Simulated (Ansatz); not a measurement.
```xyz
9

N     1.114   -1.307    0.367
C     0.073   -0.703   -0.015
O    -0.974   -1.405   -0.484
Ge   -0.276    1.243   -0.032
H     1.829   -0.668    0.697
H    -0.721   -2.341   -0.441
H     0.982    1.918    0.531
H    -0.534    1.707   -1.471
H    -1.493    1.557    0.847
```

The species carries charge 0 and has multiplicity 1.

**Question.** List the PBE/def2-TZVPP orbital energies in eV (Ansatz 0.2.0). (Estimate.)

**Answer.** The calculation gave: Occupied: -10804.67, -1338.05, -1191.46, -1191.46, -1191.45, -511.39, -380.08, -271.44, -162.63, -114.07, -114.06, -114.05, -29.91, -29.90, -29.89, -29.83, -29.83, -27.15, -22.19, -16.01, -14.02, -13.02, -10.41, -10.37, -9.17, -8.53, -8.51, -6.84, -6.36. Lowest empty: -1.17, -0.20, 0.11, 0.43, 1.14, 1.21, 1.67, 3.55.
